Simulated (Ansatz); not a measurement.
Consider the ligand exchange at the Si–C bond: `O=C[SiH](O)O` + `C[SiH](O)O` → `C[SiH](O)O[SiH](O)O` + `C=O`.

Calculated with Ansatz (gas phase, PBE0-D4/def2-TZVP geometries, no zero-point term in ΔE). CCSD(T)/CBS is the MP2 limit (def2-TZVPP, def2-QZVPP) plus CCSD(T) − MP2 in def2-TZVPP, frozen cores. This one scheme is used for every species. Functionals use def2-TZVPP. B3LYP here is the variant with VWN-RPA as its local correlation; programs differ in this. One conformer a species, not always the lowest.

`O=C[SiH](O)O`:

Cartesian coordinates in Å:
```
O 0.177 0.347 2.054
C -0.439 0.719 1.079
Si 0.173 0.136 -0.654
O -0.985 -0.708 -1.442
O 1.484 -0.757 -0.272
H -1.335 1.365 1.224
H 0.488 1.272 -1.544
H -1.202 -1.586 -1.124
H 1.640 -0.788 0.680
```

`C[SiH](O)O`:

Z-matrix (Å, degrees):
```
C
Si 1 1.852
H 1 1.093 2 111.0
H 1 1.093 2 110.6 3 119.4
H 1 1.092 2 110.8 3 -120.4
O 2 1.647 1 105.2 3 -58.4
O 2 1.646 1 112.8 3 64.2
H 2 1.484 1 113.0 3 -179.4
H 6 0.958 2 117.2 1 -175.7
H 7 0.958 2 117.6 1 -54.3
```

`C[SiH](O)O[SiH](O)O`:

```xyz
15

C     0.532    2.282    1.326
Si   -0.071    0.558    1.057
O    -1.703    0.590    0.913
O     0.588   -0.052   -0.331
Si    0.182   -1.155   -1.440
O    -1.395   -1.532   -1.169
O     1.001   -2.564   -1.306
H     0.096    2.701    2.237
H     0.252    2.923    0.487
H     1.619    2.299    1.430
H     0.348   -0.343    2.162
H    -2.081   -0.150    0.427
H     0.398   -0.568   -2.778
H    -1.686   -2.404   -1.440
H     1.920   -2.587   -1.573
```

`C=O`:

Cartesian coordinates in Å:
```
C -0.003 -0.001 -0.003
O 0.822 0.364 0.781
H -0.983 0.507 -0.106
H 0.165 -0.870 -0.672
```

(1) Is it downhill or uphill in electronic energy at CCSD(T)/CBS, and by how much? (An estimate is asked.)

(2) What do these levels give: PBE-D4, PBE0-D4, B3LYP-D4, ωB97X-V, ωB97M-V, B2PLYP, PBE0, B3LYP, HF/def2-TZVPP, MP2/def2-TZVPP, CCSD(T)/def2-TZVPP, MP2/CBS(def2)? (An estimate is asked.)

Largest T1 diagnostic among the species: 0.015.

Results:

(1) The calculation gave: Downhill: ΔE = -156.1 kJ/mol.

(2) Computed: PBE-D4 -137.4, PBE0-D4 -148.0, B3LYP-D4 -156.3, ωB97X-V -152.9, ωB97M-V -153.6, B2PLYP -154.7, PBE0 -143.7, B3LYP -149.2, HF/def2-TZVPP -173.3, MP2/def2-TZVPP -159.7, CCSD(T)/def2-TZVPP -157.5, MP2/CBS(def2) -158.3 kJ/mol.

From PBE to PBE0 (25 % exact exchange), in def2-TZVPP and without D4, ΔE moves by −10.9 kJ/mol. In def2-TZVPP, CCSD(T) changes the Hartree–Fock value by +15.8 kJ/mol (the triples alone add +2.8 kJ/mol) and MP2 by +13.6 kJ/mol.
